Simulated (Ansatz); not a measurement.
One change: `O[CH2][GeH2][SiH3]` becomes `B[CH2][GeH2][SiH3]`.

Ansatz, PBE0-D4/def2-TZVP geometries, multiplicity 1. Each molecule was computed in one conformer, which needn't be the lowest.

Scalar relativity is left out up to krypton.

| property | `O[CH2][GeH2][SiH3]` |
| --- | --- |
| HOMO–LUMO gap (PBE/def2-TZVPP) / eV | 5.94 |
| HOMO energy (PBE/def2-TZVPP) / eV | -6.45 |
| HOMO–LUMO gap (ωB97M-V/def2-TZVPP) / eV | 11.97 |
| LUMO energy (PBE0/def2-TZVPP) / eV | 0.30 |
| HOMO–LUMO gap (B3LYP/def2-TZVPP) / eV | 7.84 |
| LUMO energy (ωB97M-V/def2-TZVPP) / eV | 1.93 |

(1) Give the same properties after the change, and the shifts. (Best estimate.)

Results:

(1) The calculation gave: 
```
                               property  `B[CH2][GeH2][SiH3]`  shift
    HOMO–LUMO gap (PBE/def2-TZVPP) / eV                  5.12  -0.82
      HOMO energy (PBE/def2-TZVPP) / eV                 -7.16  -0.71
HOMO–LUMO gap (ωB97M-V/def2-TZVPP) / eV                 10.99  -0.98
     LUMO energy (PBE0/def2-TZVPP) / eV                 -1.11  -1.41
  HOMO–LUMO gap (B3LYP/def2-TZVPP) / eV                  6.71  -1.13
  LUMO energy (ωB97M-V/def2-TZVPP) / eV                  0.75  -1.18
```

With PBE0 the HOMO falls by 0.25 eV and the LUMO falls by 1.41 eV, so the gap narrows by about 1.16 eV. PBE moves the HOMO by -0.71 eV and ωB97M-V by -0.20 eV.

B3LYP here is the variant with VWN-RPA as its local correlation; programs differ in this.
